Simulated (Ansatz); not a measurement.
`CB(N)F` + HCl → `NB(F)Cl` + CH₄ at 400 K and 1 bar (ligand exchange at a B–C bond).

Program: Ansatz. Geometries: PBE0-D4/def2-TZVP. ΔE: electronic, gas phase. CCSD(T)/CBS adds triple-zeta CCSD(T) − MP2 to the extrapolated MP2 energy (def2 sets, frozen cores). This one scheme is used for every species. One conformer a species, not always the lowest.

```json
{"species": "`CB(N)F`", "CCSD(T)/CBS energy (Eh)": "-220.47660", "H − E (kJ/mol)": "211.4", "S (J/(mol·K))": "322.7"}
{"species": "HCl", "CCSD(T)/CBS energy (Eh)": "-460.38127", "H − E (kJ/mol)": "29.6", "S (J/(mol·K))": "195.4"}
{"species": "`NB(F)Cl`", "CCSD(T)/CBS energy (Eh)": "-640.42619", "H − E (kJ/mol)": "114.7", "S (J/(mol·K))": "310.5"}
{"species": "CH₄", "CCSD(T)/CBS energy (Eh)": "-40.46206", "H − E (kJ/mol)": "131.3", "S (J/(mol·K))": "197.2"}
```

H − E and S are ideal-gas, rigid-rotor, harmonic terms from PBE0-D4/def2-TZVP, for one conformer and one mirror image of each species. 1 Eh = 2625.50 kJ/mol, R = 8.31446 J/(mol·K).

Q: By hand: ΔE, ΔH, ΔS and ΔG.

A: ΔE = (-640.42619) + (-40.46206) − (-220.47660) − (-460.38127) = -0.03038 Eh = -79.8 kJ/mol. Δ(H − E) = 114.7 + 131.3 − 211.4 − 29.6 = 5.0, so ΔH = -74.8 kJ/mol. ΔS = 310.5 + 197.2 − 322.7 − 195.4 = -10.4 J/(mol·K). ΔG = -74.8 − 400 × (-10.4)/1000 = -70.6 kJ/mol.

Q: By hand: the equilibrium constant, and the temperature at which ΔG would vanish if ΔH and ΔS stayed fixed.

A: log₁₀ K = −ΔG/(RT ln 10) = 9.2. ΔG = 0 at ΔH/ΔS = 7192 K, far beyond where these terms or the molecules hold.

The number of gas molecules stays the same, so ΔS is small and ΔH decides. A doubt of 5 kJ/mol in ΔE shifts log₁₀ K by 0.7 here. Other conformers and mirror images would add mixing entropy, several J/(mol·K) or more a flexible species. These are equilibria of isolated gas molecules and say nothing of rates. Largest T1 diagnostic: 0.011 (customary marks: 0.02 for closed shells, 0.045 for open ones).
